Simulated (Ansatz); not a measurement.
Ideal-gas functions of AlBFH4NS, SMILES `B[NH][Al]([F])[SH]` at 500 K and 1 bar, from an Ansatz frequency run at PBE0-D4/def2-TZVP.

Molar mass 106.9 g/mol, point group C1 (symmetry number 1), electronic degeneracy 1, moments of inertia 118.484, 223.539, 309.526 u Å². Harmonic wavenumbers (cm⁻¹, unscaled): 117, 158, 202, 218, 247, 292, 352, 465, 651, 725, 866, 868, 897, 975, 1149, 1272, 1436, 2271, 2670, 2712, 3677.

Use S(trans) = R[1.5 ln M + 2.5 ln T − 1.1517]; rotational temperatures θ = 24.2544 K / I; S(rot) = R[ln(√π/σ · √(T³/θAθBθC)) + 1.5]; for each mode x = 1.438777 ν̃/T, S = R[x/(eˣ − 1) − ln(1 − e⁻ˣ)] and H = RT x/(eˣ − 1); 1 cm⁻¹ = 0.0119627 kJ/mol; R = 8.31446 J/(mol·K).

Problem. By hand: the entropy, in J/(mol·K).

Solution. Translation 177.9. Rotation: θ = 0.2047, 0.1085, 0.0784 K, giving 121.1. Vibration, mode by mode: 17.41, 14.94, 12.94, 12.33, 11.33, 10.00, 8.55, 6.49, 4.21, 3.56, 2.59, 2.58, 2.41, 2.02, 1.36, 1.02, 0.69, 0.09, 0.03, 0.03, 0.00, in all 114.6. Electronic 0.0. Sum 413.6 J/(mol·K).

Problem. By hand: H − E and G − E in kJ/mol, counted from the electronic energy.

Solution. Zero-point energy ½ × 22220 × 0.0119627 = 132.9; thermal vibration 30.1; translation, rotation and pV give 4 RT = 16.6. H − E = 179.6 kJ/mol, and G − E = 179.6 − 500 × 413.6/1000 = -27.2 kJ/mol.

Vibration gives 28 % of the entropy, 17.4 J/(mol·K) of it from the mode under 150 cm⁻¹: soft modes count most, and the harmonic formula is weakest for them. The sum counts one conformer and one mirror image; others add a mixing term.
